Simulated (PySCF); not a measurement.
**Working out the ionisation energy of Zn(2+)**

Zn(2+) [Ar] 3d10 (1S) → Zn(3+) [Ar] 3d9 (2D). Calculation: PySCF 2.14, in aug-cc-pwCVDZ-PP with ECP10MDF; scalar relativity through the core potential. Frozen: 3s2 3p6. Energies in hartree (1 hartree = 27.21139 eV):

```tsv
part	Zn(2+) (lower)	Zn(3+) (upper)
UHF	-225.045929	-223.685800
CCSD correlation	-0.399290	-0.313074
(T)	-0.009802	-0.005185
```

Task: What does Hartree-Fock give?

Result: (-223.685800) − (-225.045929) = 1.360129 hartree = 37.011 eV.

Task: What do CCSD and CCSD(T) give?

Result: The CCSD correlation energies differ by 0.086216 hartree = 2.346 eV and the triples by 0.004617 hartree = 0.126 eV, so CCSD gives 39.357 eV and CCSD(T) 39.483 eV.

Reference: 39.723 eV (measured; NIST Atomic Spectra Database, ionization energies), between the lowest levels; spin-orbit coupling is absent from the calculation.

A double-zeta basis recovers only part of the correlation energy.

What remains against the reference includes basis incompleteness, the frozen core and higher excitations.
